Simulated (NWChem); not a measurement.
Molecule: iodine (I2); SMILES II

```xyz
2

I      0.0000     0.0000     1.3278
I      0.0000     0.0000    -1.3278
```
Atoms are numbered in this order, from 1.

Program: NWChem. All runs use the structure optimised with PBE0-D3(BJ)/def2-TZVP. def2 effective core potentials on I; no spin-orbit coupling.

**Question.** Estimate the computed values for B3LYP/def2-SVP. Quantities: highest occupied level (eV); orbital gap (eV).

**Answer.** 
```yaml
highest occupied level (eV): -7.01
orbital gap (eV): 3.21
```
